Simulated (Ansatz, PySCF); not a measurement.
Gas-phase reaction R1 → P1, each structure at its B3LYP-D3(BJ)/def2-TZVP stationary point, reached from a drawn start; harmonic modes at that level show minima.
R1, C2H3N (SMILES CC#N) (charge 0, multiplicity 1):
```xyz
6

C     -0.488     0.004    -0.008
C      0.966    -0.007     0.016
N      2.115    -0.016     0.035
H     -0.859    -0.760    -0.693
H     -0.882    -0.198     0.988
H     -0.851     0.977    -0.339
```
P1, C2H3N (SMILES [C-]#[N+]C) (charge 0, multiplicity 1):
```xyz
6

C     -0.482     0.008    -0.011
N      0.935    -0.015     0.021
C      2.099    -0.033     0.046
H     -0.846    -0.692    -0.763
H     -0.877    -0.278     0.964
H     -0.830     1.011    -0.257
```

P less R. No zero-point or thermal terms.

Correlated levels freeze the cores.

Run with Ansatz (Gaussian orbitals); PySCF for the D3/D4 terms. Each number belongs to the level named beside it.

PBE/def2-TZVPP gives 24.98 kcal/mol for the reaction energy.

Q: How do the other levels lie against it? Give each less PBE: PBE-D3(BJ)/def2-TZVPP, r2SCAN/def2-TZVPP, PBE0/def2-TZVPP, wB97M-V/def2-TZVPP, B2PLYP/def2-TZVPP, MP2/cc-pVQZ, CCSD(T)/cc-pVQZ.

A: PBE-D3(BJ)/def2-TZVPP -0.10; r2SCAN/def2-TZVPP -0.16; PBE0/def2-TZVPP -0.80; wB97M-V/def2-TZVPP -2.45; B2PLYP/def2-TZVPP -0.26; MP2/cc-pVQZ 1.87; CCSD(T)/cc-pVQZ -0.78 kcal/mol. 1 of 7 lie above PBE; the widest gap is to wB97M-V/def2-TZVPP.

Ansatz is a first-principles code.
